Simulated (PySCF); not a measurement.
Excited states of Ca (calcium, neutral)

Ground state [Ar] 4s2, ¹S. Calculation: PySCF 2.14, in x2c-TZVPall with one added diffuse shell each of s, p, d type (7s6p4d, 45 functions); the spin-free X2C one-electron Hamiltonian (Gaussian nucleus). Vertical excitation energies in eV without spin-orbit coupling; excited terms of each kind are numbered among those the solver found. Frozen: [Ne] 3s2.

```tsv
term	leading excitation	EOM-EE-CCSD	measured centre of gravity (NIST)
1 3P°	4s → p	1.869	1.892 (4s4p)
1 1P°	4s → p	3.036	2.933 (4s4p)
1 3D	4s → d	3.352	n/a
1 1D	4s → d	3.460	n/a
1 3S	4s → s	3.883	3.910 (4s5s)
1 1S	4s → s	4.147	4.131 (4s5s)
2 3P°	4s → p	4.567	n/a
2 1P°	4s → p	4.653	n/a
2 3D	4s → d	4.953	n/a
2 1D	4s → d	4.986	n/a
```

Only the lower part of the computed list is shown. Doubly excited terms such as np² are absent. The solver can miss terms. Rydberg members are limited by the diffuse functions of the basis.
